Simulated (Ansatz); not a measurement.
A structure relaxed at PBE-D4/def2-SVPD in Ansatz, charge -1, doublet:

```xyz
6

W    -0.8896    0.1028    1.1653
W     0.6629   -1.2268   -1.4042
W     1.2960    0.2632    0.2759
Si   -0.2510    2.3635    0.5463
Si    0.0420   -2.2013    0.6893
Si   -0.8603    0.6986   -1.2726
```

(1) Give its formula.

(2) Summarise the bond lengths by kind (pairs closer than 1.2 times the sum of covalent radii, bridged metal pairs left out).

Results:

(1) the cluster Si3W3⁻ (the lowest doublet isomer of a short search).

(2) 8 × Si–W 2.39 to 2.80 Å; 3 × W–W 2.33 to 3.28 Å; 1 × Si–Si 2.54 Å.

In the def2 sets W takes a core potential; there is no spin–orbit coupling. The highest occupied level of the charge -1 doublet lies above zero (up to 0.09 eV). By energy differences its removal costs 1.85 eV (vertical, to the charge 0 singlet, at PBE0-D4/def2-TZVPD). The relaxation made no stability test and no search for a lower SCF solution. The structure comes from a short search, and lower isomers may exist.
